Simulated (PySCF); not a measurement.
Al(H)(Me)(OtBu), SMILES [CH3][AlH][O]C(C)(C)C (C5H13AlO), singlet, GFN2-xTB optimised geometry.

```
20

Al    -1.23    -0.07     0.00
H     -1.85    -1.47     0.00
C     -2.35     1.59     0.00
H     -2.14     2.22     0.87
H     -3.42     1.36     0.01
H     -2.16     2.21    -0.88
O      0.41    -0.07     0.00
C      1.81    -0.11    -0.01
C      2.33     0.86    -1.07
C      2.32     0.31     1.38
C      2.26    -1.54    -0.33
H      3.42     0.84    -1.11
H      2.00     1.87    -0.84
H      1.94     0.58    -2.05
H      1.98     1.31     1.61
H      3.41     0.28     1.40
H      1.93    -0.37     2.13
H      1.87    -1.83    -1.30
H      1.87    -2.22     0.42
H      3.34    -1.61    -0.34
```

Density from PBE0/def2-SVP (PySCF) at that geometry.

Minimum of the electron density along straight lines between bonded atoms, close to the bond critical point (lines longer than 1.1 times the sum of covalent radii, or with two minima, are not listed):

| bond | length / Å | ρ at the minimum / e bohr⁻³ | ∇²ρ there / e bohr⁻⁵ | position (fraction from the first atom) |
|---|---|---|---|---|
| Al1–H2 | 1.534 | 0.086 | 0.31 | 0.51 |
| Al1–C3 | 1.995 | ___ | 0.29 | 0.40 |
| C3–H4 | 1.095 | 0.264 | -0.90 | 0.62 |
| C3–H5 | 1.093 | 0.266 | -0.93 | 0.62 |
| C3–H6 | 1.095 | 0.264 | -0.90 | 0.62 |
| Al1–O7 | 1.642 | ___ | 1.07 | 0.44 |
| O7–C8 | 1.400 | 0.252 | ___ | 0.67 |
| C8–C9 | 1.532 | 0.248 | -0.58 | 0.51 |
| C8–C10 | 1.532 | 0.248 | -0.58 | 0.51 |
| C8–C11 | 1.531 | 0.248 | -0.58 | 0.51 |
| C9–H12 | 1.087 | 0.276 | -1.01 | 0.62 |
| C9–H13 | 1.087 | 0.276 | -1.01 | 0.62 |
| C9–H14 | 1.088 | 0.276 | -1.00 | 0.62 |
| C10–H16 | 1.087 | 0.276 | -1.01 | 0.62 |
| C10–H17 | 1.088 | 0.276 | -1.01 | 0.62 |
| C11–H18 | 1.088 | 0.276 | -1.01 | 0.62 |
| C11–H19 | 1.087 | 0.276 | -1.01 | 0.62 |
| C11–H20 | 1.087 | 0.276 | -1.01 | 0.62 |

Task: Fill in the missing entries.

Result: 
- Al1–C3, ρ at the minimum / e bohr⁻³: 0.079
- Al1–O7, ρ at the minimum / e bohr⁻³: 0.103
- O7–C8, ∇²ρ there / e bohr⁻⁵: -0.24
